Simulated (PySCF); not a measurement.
Spinor energies of Cu²⁶⁺ (copper, charge +26)

Start: [He] 2s1; 2s1/2 filled at m_j = +1/2. Calculated with PySCF 2.14 in an even-tempered Gaussian basis (17 s from 8.4 bohr⁻², ratio 2.4; 11 p from 11 bohr⁻², ratio 2.4; 5 d from 34 bohr⁻², ratio 2.6; 4 f from 50 bohr⁻², ratio 2.6): generalised Hartree-Fock with the X2C-1e Hamiltonian and a Gaussian nucleus; one run each with spin-orbit coupling (SO) switched off, then screened by Boettger's factors.

```csv
spinor shell,electrons,"ε, spin-free (eV)","ε, screened SO (eV)",weight of nominal j (screened SO),"rms radius, screened SO (bohr)"
1s1/2,2,-10919.0,-10919.0,1.000,0.0595
2s1/2,1,-2587.8,-2587.8,1.000,0.230
```

```
   quantity   spin-free  screened SO
E (hartree)  -927.25193   -927.25193
        M_J         1/2          1/2
       ⟨J²⟩       0.750        0.750
       ⟨L²⟩       0.000        0.000
       ⟨S²⟩       0.750        0.750
```

Each row is a mean over spinors that exchange with the open shell spreads, by up to 17.302 eV (1s1/2).

Without spin-orbit coupling the j labels of p, d and f shells carry no meaning; the spin-free column gives the mean over the occupied spinors of each nl shell.
